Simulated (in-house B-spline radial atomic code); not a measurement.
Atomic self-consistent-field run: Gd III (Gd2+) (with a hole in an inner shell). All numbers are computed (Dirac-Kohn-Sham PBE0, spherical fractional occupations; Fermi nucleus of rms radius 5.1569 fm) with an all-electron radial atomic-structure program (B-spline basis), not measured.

Command:
```bash
python run_scf.py task.json out
```
Settings (nuclear radius in fm, mass in u):
```
Z                64
configuration    1s2 2s2 2p6 3s2 3p6 3d10 4s2 4p6 4d10 4f6 5s2 5p6 6s2
hamiltonian      dirac
method           pbe0
spin_polarised   False
nucleus          fermi
rms_radius       5.1569
atomic_mass      157.92411
speed_of_light   137.035999084
```

Output (hartree, bohr):
```
 radial grid: 81 intervals, B-splines of order 8, outer radius 60 bohr

 iter        energy (Eh)    residual
    1      -11241.936860    6.75e-01
    2      -11255.042222    9.41e-01
    3      -11276.113987    2.00e-01
    4      -11277.107277    5.55e-02
    5      -11277.215655    1.79e-02
    6      -11277.223949    1.61e-03
    7      -11277.223990    6.76e-04
    8      -11277.223998    3.16e-04
    9      -11277.224002    2.22e-05
   10      -11277.224002    7.64e-07
   11      -11277.224002    5.16e-08

 total energy                    -11277.22400
 kinetic                           12295.1679
 electron-nucleus                 -27639.7069
 Hartree                            4315.1914
 exact exchange                      -60.4707
 exchange-correlation               -187.4056

 first-order corrections (not in the total)
   Gaunt                            11.6122
   retardation                      -1.2221
   frequency dependence             -0.1561
   self-energy                       8.1296
   Uehling                          -1.3120
   Wichmann-Kroll                    0.0414
   recoil                            0.0252

 orbital      occ     eigenvalue          <r>       <r^2>       <1/r>       <r^4>     <1/r^3>       r_max    small
 1s1/2      2.000     -1844.6618    0.0219067 0.000654907      71.645 1.14157e-06           -     0.01392  5.68e-02
 2s1/2      2.000      -306.4732    0.0927348   0.0102137     17.0984 0.000180895           -     0.07916  1.26e-02
 2p1/2      2.000      -290.8879     0.077486  0.00742271     17.0667 0.000112126           -     0.05983  1.26e-02
 2p3/2      4.000      -265.3017    0.0843167  0.00865573     15.0837 0.000147199     9919.08     0.06565  1.17e-02
 3s1/2      2.000       -69.3008     0.243761   0.0680336     6.23678  0.00700495           -      0.2243  3.98e-03
 3p1/2      2.000       -62.5430     0.233519    0.063427     6.14851  0.00637886           -      0.2117  3.92e-03
 3p3/2      4.000       -57.2679     0.246492   0.0704593     5.64788   0.0078163     2102.46      0.2239  3.67e-03
 3d3/2      4.000       -45.6349     0.218686   0.0562925     5.52085  0.00566354     352.451      0.1781  3.54e-03
 3d5/2      6.000       -44.4897      0.22273   0.0582574     5.39627  0.00603053     313.478      0.1815  3.47e-03
 4s1/2      2.000       -15.0415      0.55158    0.343368     2.60714    0.171091           -      0.5154  1.27e-03
 4p1/2      2.000       -12.3869     0.563428    0.361115     2.50103    0.194491           -      0.5199  1.19e-03
 4p3/2      4.000       -11.2023      0.59203    0.398463     2.33448    0.236764     482.502      0.5455  1.10e-03
 4d3/2      4.000        -6.8111     0.626446    0.454749      2.1188    0.334344     67.2026      0.5531  9.39e-04
 4d5/2      6.000        -6.5949     0.636545    0.469365     2.07721    0.356188     59.0302      0.5615  9.15e-04
 4f5/2      2.571        -1.2908     0.806479    0.822539     1.58665     1.62284     8.77667      0.5603  5.67e-04
 4f7/2      3.429        -1.2614     0.815311    0.841468     1.57041     1.70487     8.48642      0.5649  5.58e-04
 5s1/2      2.000        -2.8107       1.3001     1.89442      1.0259     5.22011           -       1.181  2.85e-04
 5p1/2      2.000        -2.0184      1.43375     2.31925    0.920554     8.08417           -       1.276  2.35e-04
 5p3/2      4.000        -1.8360      1.51375      2.5853    0.863138     10.0612     72.2044       1.344  2.13e-04
 6s1/2      2.000        -0.6907      3.16593     11.1532    0.401033     176.801           -       2.896  5.40e-05
```

Cost of the run: 1.8 s on 1 thread of Arm Neoverse V1 (shared host).

For the Dirac Hamiltonian the kinetic term is c α·p + (β - 1)c².

Caution: exact exchange at fractional occupations of open shells leaves self-interaction of up to several eV.
